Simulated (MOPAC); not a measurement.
Input for MOPAC: PM3 on OF-, 2S+1 = 1, a point of a bond scan (R = 1.425 Å). Charge -1.

```
PM3 1SCF PRECISE CHARGE=-1 THREADS=1
FO

O      0.00000000 1     0.00000000 1     0.00000000 1
F      0.00000000 1     0.00000000 1     1.42546500 1
```

Program output:

```
*******************************************************************************
 **                                                                           **
 **                              MOPAC v23.2.5                                **
 **                                                                           **
 *******************************************************************************
 ** MOPAC's Digital Object Identifier: https://doi.org/10.5281/zenodo.6511958 **
 **                                                                           **
 ** Please cite the open-source release paper for use of this MOPAC version:  **
 ** J. E. Moussa and J. J. P. Stewart (2026)                                  **
 ** MOPAC: An open-source semiempirical molecular orbital program             **
 ** J. Open Source Softw., 11(119), 8025, https://doi.org/10.21105/joss.08025 **
 *******************************************************************************

                              PM3 CALCULATION RESULTS

 *******************************************************************************
 *  PM3        - The PM3 Hamiltonian to be used
 *
 *
 *
 *                 CHARGE ON SYSTEM = -1
 *
 *
 *
 *  PRECISE    - TIGHTER CRITERIA TO BE USED
 *  1SCF       - DO 1 SCF AND THEN STOP
 *  THREADS=1  - MULTI-THREADING NOT USED
 *  T=         - A TIME OF 172800.0 SECONDS REQUESTED
 *  DUMP=N     - RESTART FILE WRITTEN EVERY 7200.0 SECONDS REQUESTED
 *******************************************************************************
PM3 1SCF PRECISE CHARGE=-1 THREADS=1
 FO

   ATOM   CHEMICAL          X               Y               Z
  NUMBER   SYMBOL      (ANGSTROMS)     (ANGSTROMS)     (ANGSTROMS)

     1       O          0.00000000  *   0.00000000  *   0.00000000  *
     2       F          0.00000000  *   0.00000000  *   1.42546500  *



          CARTESIAN COORDINATES

    NO.       ATOM           X           Y           Z

     1         O          0.0000      0.0000      0.0000
     2         F          0.0000      0.0000      1.4255

  O: (PM3): J. J. P. STEWART, J. COMP. CHEM. 10, 209 (1989).
  F: (PM3): J. J. P. STEWART, J. COMP. CHEM. 10, 209 (1989).

           Empirical Formula: O F  =     2 atoms



      MOLECULAR POINT GROUP   :   C*v


      RHF CALCULATION, NO. OF DOUBLY OCCUPIED LEVELS = 7


 -------------------------------------------------------------------------------
 PM3 1SCF PRECISE CHARGE=-1 THREADS=1
 FO



     1SCF WAS SPECIFIED, SO BFGS WAS NOT USED
     SCF FIELD WAS ACHIEVED


                              PM3 CALCULATION
                                                       MOPAC v23.2.5 Linux




          FINAL HEAT OF FORMATION =        -29.99904 KCAL/MOL =    -125.51597 KJ/MOL


          COSMO AREA              =         52.38 SQUARE ANGSTROMS
          COSMO VOLUME            =         33.97 CUBIC ANGSTROMS

          IONIZATION POTENTIAL    =          2.674721 EV
          HOMO LUMO ENERGIES (EV) =         -2.675 10.874
          NO. OF FILLED LEVELS    =          7
          MOLECULAR WEIGHT        =         34.9978         POINT GROUP:  C*v

          MOLECULAR DIMENSIONS (Angstroms)

            Atom       Atom       Distance
            F     2    O     1     1.42546
            F     2    O     1     0.00000
            O     1    F     2     0.00000


          SCF CALCULATIONS        =          1





   ATOM   CHEMICAL          X               Y               Z
  NUMBER   SYMBOL      (ANGSTROMS)     (ANGSTROMS)     (ANGSTROMS)

     1       O          0.00000000  *   0.00000000  *   0.00000000  *
     2       F          0.00000000  *   0.00000000  *   1.42546500  *

                             CARTESIAN COORDINATES

   1    O        0.000000000     0.000000000     0.000000000
   2    F        0.000000000     0.000000000     1.425465000


           Empirical Formula: O F  =     2 atoms



      MOLECULAR POINT GROUP   :   C*v


                  EIGENVALUES
 -21.97524 -12.36538  -8.99504  -8.29207  -8.29207  -2.67472  -2.67472  10.87359


              NET ATOMIC CHARGES AND DIPOLE CONTRIBUTIONS

  ATOM NO.   TYPE          CHARGE      No. of ELECS.   s-Pop       p-Pop
    1          O          -0.720178        6.7202     1.98479     4.73538
    2          F          -0.279822        7.2798     1.92484     5.35498
 DIPOLE           X         Y         Z       TOTAL
 POINT-CHG.     0.000     0.000     1.801     1.801
 HYBRID        -0.000     0.000    -0.062     0.062
 SUM           -0.000     0.000     1.739     1.739


          ATOMIC ORBITAL ELECTRON POPULATIONS

     Atom    s        px        py        pz
    1  O   1.98479   2.00000   2.00000   0.73538
    2  F   1.92484   2.00000   2.00000   1.35498

 **********************
 *                    *
 * JOB ENDED NORMALLY *
 *                    *
 **********************




 == MOPAC DONE ==
```

The run finished.

Cost: about 0.03 core-seconds (a rough figure).
